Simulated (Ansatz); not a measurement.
Harmonic frequencies (cm⁻¹) at PBE0-D4/def2-TZVP from Ansatz: 255.

Which molecule is it?
A. `[Ge][Te]`
B. `[CH2]` (triplet)
C. `[SeH-]`
D. `I[I+]`•

D.
